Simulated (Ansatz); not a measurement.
Ansatz (a program for electronic structure) input:

Ansatz 0.2 input:
```yaml
crystal:
  periodic: [false, false, false]
  atoms:
    - {symbol: Si, position_ang: [-0.01642481, 0.48679659, 0.08438707]}
    - {symbol: C, position_ang: [-1.62115156, -0.26454387, 0.10379975]}
    - {symbol: C, position_ang: [1.41739240, -0.72990395, -0.29203635]}
    - {symbol: H, position_ang: [0.06910541, 1.57007515, -0.96480087]}
    - {symbol: H, position_ang: [0.62304192, 1.20606863, 1.29093890]}
    - {symbol: H, position_ang: [-1.86005710, -1.01133117, 0.86303845]}
    - {symbol: H, position_ang: [-2.48109413, 0.34971809, -0.16317407]}
    - {symbol: H, position_ang: [1.41762143, -1.53772657, 0.44840122]}
    - {symbol: H, position_ang: [1.28755027, -1.18774002, -1.27629584]}
    - {symbol: H, position_ang: [2.39633441, -0.23752935, -0.25010703]}
basis:
  gaussian:
    orbitals: def2-TZVPD
hamiltonian:
  xc: {name: CAM-B3LYP}
total_charge: -1
output: {forces: true}
```

Question: What final total energy does it print?

Answer: -369.88935 Eh (CAM-B3LYP/def2-TZVPD). The basis has 180 functions.

It need not be the lowest isomer of its formula. Whether it binds its extra electron was not tested at this geometry.
